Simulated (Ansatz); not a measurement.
Ansatz (a first-principles code) job for GaF2Br, SMILES [Br][Ga]([F])[F], PBE/def2-SVPD. Geometry optimised at PBE0-D3(BJ)/def2-SVP. The structure was generated by enumeration; whether it is a known compound was not checked.

Ansatz 0.2 input:
```yaml
crystal:
  periodic: [false, false, false]
  atoms:
    - {symbol: Ga, position_ang: [0.00000000, -0.00000000, -0.73762761]}
    - {symbol: F, position_ang: [0.00000000, -1.47204193, -1.65314244]}
    - {symbol: F, position_ang: [0.00000000, 1.47204194, -1.65314245]}
    - {symbol: Br, position_ang: [0.00000000, 0.00000000, 1.50351485]}
basis:
  gaussian:
    orbitals: def2-SVPD
hamiltonian:
  xc: {name: PBE}
```

Program output:

```
WARN ansatz: RAYON_NUM_THREADS=1 ignored (pool sized by the plan → 1); use --threads N
Functional definition: PBE
integrals: 0.07 GiB planned
1224 factors; their error is unknown
mean field: 0.39 GiB planned
mean field evaluation 1: about -127813.4406 eV, gradient 6.3e1 eV
mean field evaluation 2: about -127762.8442 eV, gradient 1.9e2 eV
mean field evaluation 4: about -127819.1539 eV, gradient 1.2e1 eV
mean field evaluation 8: about -127819.3937 eV, gradient 1.8e-1 eV
mean field evaluation 16: about -127819.3456 eV, gradient 8.1e-5 eV
mean field -127819.34556251 eV, -4697.2743103581 hartree, gradient 3.6e-5 eV, S^2 0.000000; 0 other end points of the search recorded, 0 dependent functions left out
reference -127819.34561279 eV, -4697.2743122057 hartree; 42, 42 occupied and 83, 83 virtual orbitals, 1224 factors
Total energy: -127819.34561279 eV, -4697.2743122057 hartree
```

The calculation finished and met its thresholds.

Cost: around 4 core-seconds (rough).
